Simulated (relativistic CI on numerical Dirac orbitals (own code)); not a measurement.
# Radial parameters of Yb XLVIII

These numbers are calculated, not measured: Dirac-Coulomb-Breit CI, KLI orbitals optimised for each configuration, a model potential for QED, unscaled Slater integrals (own radial code, finite nucleus).

Slater integrals F^k, G^k are unscaled and averaged over j, outside the closed core [Ne]; ζ comes from projecting the Hamiltonian with its Breit term on Σ l·s of the shell.

- 3s2 3p6 3d5: F^2(3d,3d) = 561060, F^4(3d,3d) = 362390, ζ(3d) = 177020 cm⁻¹; <r>(3d) = 0.1821, <r^2>(3d) = 0.03843 (bohr units).
- 3s2 3p5 3d6: ζ(3p) = 1.3296e+06, F^2(3d,3d) = 560200, F^4(3d,3d) = 361810, F^2(3p,3d) = 485340, G^1(3p,3d) = 516800, G^3(3p,3d) = 345010, ζ(3d) = 175520 cm⁻¹; <r>(3p) = 0.2037, <r^2>(3p) = 0.04806, <r>(3d) = 0.1823, <r^2>(3d) = 0.03854 (bohr units).
- 3s2 3p4 3d7: F^2(3p,3p) = 481480, ζ(3p) = 1.3287e+06, F^2(3d,3d) = 559320, F^4(3d,3d) = 361210, F^2(3p,3d) = 484940, G^1(3p,3d) = 516810, G^3(3p,3d) = 344890, ζ(3d) = 174030 cm⁻¹; <r>(3p) = 0.2039, <r^2>(3p) = 0.04814, <r>(3d) = 0.1826, <r^2>(3d) = 0.03865 (bohr units).

Task: Give the Racah parameters of the d shell in 3s2 3p6 3d5.

Result: B = F²/49 − 5F⁴/441 = 7341 cm⁻¹ and C = 35F⁴/441 = 28761 cm⁻¹.

Averages of the first 10 configurations, taken without configuration mixing, which lowers the lowest level and can move excited configurations by several eV; other configurations of the list can lie among them:

```
 Configuration  Parity  States  Average energy above the lowest level (eV)
   3s2 3p6 3d5    even     252                                       119.7
   3s2 3p5 3d6     odd    1260                                       541.5
   3s2 3p4 3d7    even    1800                                       971.1
    3s 3p6 3d6    even     420                                       917.4
       3p6 3d7    even     120                                      1725.6
    3s 3p5 3d7     odd    1440                                      1337.8
3s2 3p6 3d4 4s    even     420                                      1729.9
3s2 3p6 3d4 4p     odd    1260                                      1872.0
3s2 3p4 3d6 4s    even    6300                                      2562.5
3s2 3p5 3d5 4s     odd    3024                                      2142.2
```
